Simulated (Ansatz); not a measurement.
Energy profile

The step: Si₃N₂H₉ ([SiH3][NH][SiH][NH][SiH3]) + H₂O → Si₂NH₆O ([OH][SiH][NH][SiH3]) + SiNH₅ ([NH2][SiH3]); bonds formed: Si1–O8, N2–H7; bonds broken: Si1–N2, H7–O8 (atoms numbered as in the saddle structure below).

```xyz
17
angstrom
Si 0.8300 0.2637 1.0793
N 0.7325 -1.0469 -0.2745
Si 0.3473 -0.5265 -1.9083
N -0.5292 1.2970 0.6025
Si -2.2042 0.8946 0.6917
H 0.3726 -0.4992 2.2726
H 1.9357 -1.1129 0.1175
O 2.6041 -0.6559 1.0490
H 0.2240 -1.8746 0.0204
H 1.1953 0.6550 -2.1938
H 0.6859 -1.6294 -2.8459
H -1.0880 -0.1909 -2.0665
H -0.3013 2.2754 0.5063
H -2.8612 1.3076 1.9648
H -2.3004 -0.5877 0.5909
H -2.9773 1.5062 -0.4250
H 3.3342 -0.0754 0.8188
```

Electronic energies by CCSD(T) at an estimated basis limit (MP2 extrapolated from triple and quadruple zeta, plus CCSD(T) − MP2 in triple zeta), on PBE0-D4/def2-TZVP structures; Si$_{3}$N$_{2}$H$_{11}$O, doublet; no counterpoise correction; spin–orbit coupling, which lowers free halogen atoms and radicals such as OH and SH, is left out. Computed with Ansatz 0.2.0 (basis: def2-TZVPP and def2-QZVPP); correlated methods freeze the cores; orbitals are unrestricted. Extrapolation: Hartree–Fock as exp(−7.88 √X), correlation as X^−2.97.

Question: Give the profile in eV, counted from the separated reactants. (An estimate is asked for; the value comes from the calculation.)

Answer: Computed:
| point | eV |
| --- | --- |
| separated: Si$_{3}$N$_{2}$H$_{9}$ (linked as [SiH3][NH][SiH][NH][SiH3]; Si1, N2, Si3, N4, Si5, H6, H9, H10, H11, H12, H13, H14, H15, H16; doublet) + H$_{2}$O (H7, O8, H17; singlet) | 0.000 |
| start structure | -0.178 |
| saddle | 0.868 |
| end structure | -0.464 |
| separated: Si$_{2}$NH$_{6}$O (linked as [OH][SiH][NH][SiH3]; Si1, N4, Si5, H6, O8, H13, H14, H15, H16, H17; doublet) + SiNH$_{5}$ (linked as [NH2][SiH3]; N2, Si3, H7, H9, H10, H11, H12; singlet) | -0.256 |

No T1 diagnostic of these runs exceeds 0.014. ⟨S²⟩ of the unrestricted Hartree–Fock references: 0.75 to 0.76 (a pure state has 0.75).

The step is the kind of ligand exchange by which a precursor binds to a hydroxyl group, or is hydrolysed, in atomic layer deposition of oxides. Here a small cluster stands in for the surface site.

For scale, one of the runs: CCSD(T)/def2-TZVPP, 373 basis functions, launched by `ansatz run in.yaml --threads 4 --pin off --events-out ev --progress --plain --max-ram 63488MiB --backend cuda --devices 0, --max-vram 37GiB`. Hardware: 4 CPU threads of an AMD EPYC 7R13 and a share of one NVIDIA H100, shared host. Wall time 56 s; peak host memory 0.91 GiB.
